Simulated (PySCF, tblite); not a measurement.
Isomers of [C9H14N]+ (charge +1), one GFN2-xTB conformer each. Single-point energies are computed at PBE0/pcSseg-1 (PySCF, gas phase, no added dispersion term), electronic only.

```tsv
SMILES	GFN2-xTB relative energy (kJ/mol)
CC(C)[NH2+]c1ccccc1	0.0
C[NH2+]Cc1cccc(C)c1	17.4
```

Conformers: `[CH3:1][CH:2]([CH3:3])[NH2+:4][c:5]1[cH:6][cH:7][cH:8][cH:9][cH:10]1` (charge +1) with C1–C2–N4–C5 169°, C2–N4–C5–C6 102°; `[CH3:1][NH2+:2][CH2:3][c:4]1[cH:5][cH:6][cH:7][c:8]([CH3:9])[cH:10]1` (charge +1) with C1–N2–C3–C4 180°, N2–C3–C4–C5 89°.

Q: What does PBE0/pcSseg-1 give for the same structures?

A: 
| SMILES | PBE0/pcSseg-1 E (Eh) | PBE0/pcSseg-1 (kJ/mol) | GFN2-xTB (kJ/mol) | point group |
| --- | --- | --- | --- | --- |
| C[NH2+]Cc1cccc(C)c1 | -405.36776 | 0.0 | 17.4 | C1 |
| CC(C)[NH2+]c1ccccc1 | -405.36683 | 2.4 | 0.0 | C1 |

GFN2-xTB puts CC(C)[NH2+]c1ccccc1 lowest instead. Neighbours under 21 kJ/mol apart (C[NH2+]Cc1cccc(C)c1 and CC(C)[NH2+]c1ccccc1) can change places with a better method, another conformer or zero-point energy.

Q: Which frontier levels and rotational constants go with these structures?

A: 
| SMILES | HOMO (eV, PBE0/pcSseg-1) | LUMO (eV) | A, B, C (MHz) |
| --- | --- | --- | --- |
| C[NH2+]Cc1cccc(C)c1 | -10.61 | -4.31 | 2695, 721.5, 604.8 |
| CC(C)[NH2+]c1ccccc1 | -11.60 | -4.67 | 3088, 764.5, 691.7 |

Q: What happens when harmonic zero-point energies from GFN2-xTB frequencies are added?

A: 
```csv
SMILES,ZPE (kJ/mol),electronic (kJ/mol),with ZPE (kJ/mol)
C[NH2+]Cc1cccc(C)c1,549.3,0.0,0.0
CC(C)[NH2+]c1ccccc1,550.4,2.4,3.5
```

The zero-point energies span 1.1 kJ/mol. The order is unchanged.
